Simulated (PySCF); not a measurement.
C5H5ClO2 (charge -1 and doublet state).
Z-matrix (Å and degrees, GFN2-xTB geometry), rows numbered from 1:
```
C 
C   1  1.4945
C   2  1.3725  1  126.79
O   3  1.3877  2  111.84  1  -179.38
C   4  1.4486  3  107.11  2     4.94
O   5  1.4126  4  110.89  3  -140.35
C   2  1.3950  1  126.87  3   178.12
Cl  7  1.7348  2  123.70  1    12.50
H   1  1.0921  2  110.57  3   117.59
H   1  1.0900  2  110.36  3    -2.79
H   1  1.0916  2  110.70  3  -123.31
H   3  1.0742  2  131.51  1     4.72
H   6  0.9732  5  110.19  4    59.48
```

The hyperfine couplings belong to this conformer and change with its torsions.

The species is `C[C-]1[CH]OC(O)=C1Cl` [radical] (charge -1).

Computed, not measured: PySCF 2.14.0, UKS B3LYP, pcH-1 on C Cl H O, non-relativistic, mean-field spin-orbit, GIAO. Whether the extra electron is bound in the gas phase wasn't checked; a finite basis holds it in any case. Couplings are sensitive to structure, and on GFN2-xTB geometries they can be far from those on DFT ones, by a factor of two or more for some ions and for spin on atoms past the first row. Stability of the SCF solution: not tested.

Task: The isotropic 13C couplings are +255.8, +34.7, -20.0, +18.6, +6.8 MHz. Assign them to C1; C2; C3; C5; C7.

Result: 
```
site  a_iso (MHz)  ρ(0) (bohr⁻³)                 position  distance from C5 (Å)  spin population  largest |T| (MHz)
  C1         +6.8        +0.0061          3 bonds from C5                  3.78            +0.01                0.8
  C2        -20.0        -0.0178          2 bonds from C5                  2.33            -0.09               13.2
  C3        +34.7        +0.0309          2 bonds from C5                  2.28            +0.22               35.1
  C5       +255.8        +0.2275  largest spin population                  0.00            +0.43               76.9
  C7        +18.6        +0.0165           1 bond from C5                  1.45            +0.21               47.0
```

Task: The isotropic 17O couplings are -218.8, -42.3 MHz. Assign them to O4; O6.

Result: 
```
site  a_iso (MHz)  ρ(0) (bohr⁻³)        position  distance from C5 (Å)  spin population  largest |T| (MHz)
  O4        -42.3        +0.0697  1 bond from C5                  1.45            +0.10               49.2
  O6       -218.8        +0.3610  1 bond from C5                  1.41            -0.01                5.6
```

Task: Match the computed a_iso(1H) values +80.4, -10.8, -5.3 MHz (means over equivalent nuclei) with the sites H9/H10/H11; H12; H13.

Result: 
```tsv
site	a_iso (MHz)	ρ(0) (bohr⁻³)	position	distance from C5 (Å)	bound to	spin population there	largest |T| (MHz)
H9/H10/H11	-5.3	-0.0012	4 bonds from C5	4.28	C1	+0.01	2.0
H12	-10.8	-0.0024	3 bonds from C5, on C3 of spin population +0.22	3.28	C3	+0.22	10.5
H13	+80.4	+0.0180	2 bonds from C5	1.97	O6	-0.01	8.0
```

ρ(0) is the spin density at the nucleus and T the dipolar tensor; a_iso includes a spin–orbit part; entries for several nuclei are means. The largest Mulliken spin populations are on C5 (+0.43), C3 (+0.22), C7 (+0.21) and H13 (+0.15). The positive populations add up to 1.11 and the negative ones to -0.11, together 2S = 1.

The spin density at the nucleus, in bohr⁻³, is negative for C2 (-0.0178) and H12 (-0.0024), for instance. A restricted open-shell determinant has no negative spin density anywhere; here it arises because α and β orbitals differ (spin polarisation).

Nuclei that the bonding pattern makes equivalent are averaged, as if the motion that swaps them (rotation, inversion, ring flip) were fast. The three 1H nuclei of mean -5.3 MHz run from -7.9 to -0.3 MHz in the frozen geometry.

C3, the radical centre as drawn in `C[C-]1[CH]OC(O)=C1Cl`, holds a spin population of +0.22 out of 1.
